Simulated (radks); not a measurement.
Results of a calculation; reference values are marked as such.
The aluminium ion Al2+, 11 electrons, occupied as [Ne] 3s1.

Code: a radial shooting solver on a logarithmic mesh with Libxc functionals. Model: non-relativistic Kohn-Sham, exchange-only LDA, spin-polarised, spherical densities, point nucleus; open shells are filled with parallel spins first.

Energy parts (eV):
part                  energy
total              -6517.820
kinetic             6517.820
electron-nucleus  -15417.514
Hartree             2819.997
exchange            -438.122

Orbitals (lengths in bohr, moments of r in powers of bohr; r(max) is where P^2 peaks):
| orbital | occ. | eigenvalue (eV) | <r^2> | <r^4> | <r> | r(max) |
|---|---|---|---|---|---|---|
| 1s up | 1 | -1519.481 | 0.01970 | 0.001004 | 0.1210 | 0.07897 |
| 1s down | 1 | -1519.336 | 0.01970 | 0.001004 | 0.1210 | 0.07897 |
| 2s up | 1 | -125.7477 | 0.4774 | 0.4290 | 0.6308 | 0.4995 |
| 2s down | 1 | -125.5056 | 0.4745 | 0.4206 | 0.6293 | 0.4995 |
| 2p up | 3 | -88.4679 | 0.4650 | 0.4955 | 0.6046 | 0.4278 |
| 2p down | 3 | -88.1966 | 0.4588 | 0.4753 | 0.6015 | 0.4276 |
| 3s up | 1 | -23.7991 | 5.580 | 48.92 | 2.209 | 1.921 |
| 3s down | 0 | -20.0797 | 5.701 | 53.50 | 2.220 | 1.877 |

The highest occupied level is 3s up at -23.799 eV. The spin density at the nucleus is 4.146 e/bohr^3 (1s 0.065, 2s -0.100, 3s 4.181), a Fermi contact field of 217 T. Virial ratio -V/T = 2.00000. The density falls to 0.001 e/bohr^3 at r = 3.38 bohr.
